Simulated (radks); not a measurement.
Results of a calculation; reference values are marked as such.
Neutral potassium, [Ar] 4s1. Code: a radial shooting solver on a logarithmic mesh with Libxc functionals. Model: non-relativistic Kohn-Sham, r2SCAN, spin-polarised, spherical densities, point nucleus; meta-GGA in the generalised Kohn-Sham scheme. Every spin shell is full or empty, so the densities are truly spherical. Functionals are evaluated on that one density, not self-consistently. Rank these orbital-free kinetic functionals by their error against the exact value of the orbitals, and give that value: Thomas-Fermi, TF + vW/5, LC94, APBEK, revAPBEK, Thakkar, Pearson, LKT, Ernzerhof.

Answer. Exact: 599.263 hartree. From best to worst, with 100 (|E| - |E exact|)/|E exact| (equal figures are ties): Ernzerhof -0.02, Thakkar -0.12, LC94 +0.16, APBEK +0.28, revAPBEK +0.60, Pearson -1.38, TF + vW/5 +4.55, Thomas-Fermi -6.96, LKT +28.57.
